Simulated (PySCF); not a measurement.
BCl2H2N, SMILES ClB(Cl)N. Heavy atoms are numbered as in [B:1]([Cl:2])([Cl:3])[NH2:4]. Hydrogens are named by the atom that carries them.

Coordinates come from a ωB97X-D3(BJ)/def2-SVP optimisation. The values are those of a single conformer.

Method: M06-2X/def2-TZVPD in PySCF.

ESP charges are fitted to the potential on shells at 1.4 to 2.0 van der Waals radii. Atomic charges (e), one atom of each kind:

```csv
atom,meta-Löwdin,ESP fit
B1,?,0.29
Cl2,?,-0.13
N4 (NH2),?,-0.79
H on N4,?,0.38
```

Task: Fill in the missing entries. (Estimate from the structure and the level; the computed values follow.)

Result: 
- B1, meta-Löwdin: 0.17
- Cl2, meta-Löwdin: -0.11
- N4 (NH2), meta-Löwdin: -0.46
- H on N4, meta-Löwdin: 0.26
